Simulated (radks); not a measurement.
Minus the highest occupied eigenvalue as an estimate of the ionisation energy, Ne to Ne9+. The LB94 potential has the -1/r tail that LDA and GGA lack but no energy functional. Calculated with a radial shooting solver on a logarithmic mesh with Libxc functionals: scalar-relativistic Kohn-Sham, LB94 model potential, spin-polarised, spherical densities, finite nucleus; open shells are filled with parallel spins first; Fermi nuclear charge, rms radius 3.0055 fm.

\begin{tabular}{lrrrrrr}
species & configuration & HOMO & -e(HOMO) (eV) & <r> (bohr) & IE, NIST (eV) & kind \\ \hline
Ne & [Ne] & 2p & 21.264 & 0.962 & 21.565 & exp. \\
Ne+ & [He] 2s2 2p5 & 2p down & 40.503 & 0.878 & 40.963 & exp. \\
Ne2+ & [He] 2s2 2p4 & 2p down & 62.642 & 0.812 & 63.423 & exp. \\
Ne3+ & [He] 2s2 2p3 & 2p up & 94.216 & 0.743 & 97.190 & semi-emp. \\
Ne4+ & [He] 2s2 2p2 & 2p up & 123.33 & 0.698 & 126.25 & exp. \\
Ne5+ & [He] 2s2 2p1 & 2p up & 154.77 & 0.658 & 157.93 & exp. \\
Ne6+ & [He] 2s2 & 2s & 203.80 & 0.710 & 207.27 & exp. \\
Ne7+ & [He] 2s1 & 2s up & 237.78 & 0.687 & 239.10 & semi-emp. \\
Ne8+ & [He] & 1s & 1177.0 & 0.156 & 1195.8 & theory \\
Ne9+ & 1s1 & 1s up & 1339.9 & 0.150 & 1362.2 & theory \\
\end{tabular}

Reference values: NIST Atomic Spectra Database (exp. = measured, semi-emp. = semi-empirical, theory = theoretical value adopted there). Open shells are spherical and high-spin; term and fine-structure splittings are not resolved.
